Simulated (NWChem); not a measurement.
Si2H6Te; SMILES [SiH3][Te][SiH3]

Results from NWChem. Coordinates come from a PBE0/def2-SVP optimisation. Not confirmed as a minimum by frequencies. def2 effective core potentials on Te; no spin-orbit coupling. Ions are spin-unrestricted doublets at the neutral geometry; other ion states weren't tried.

Q: What does the run give for CAM-B3LYP/def2-SVP? Quantities: vertical ionisation energy, ΔSCF (eV); −ε(HOMO) (eV).

A: 
| Item | Value |
|---|---|
| vertical ionisation energy, ΔSCF (eV) | 8.46 |
| −ε(HOMO) (eV) | 7.60 |
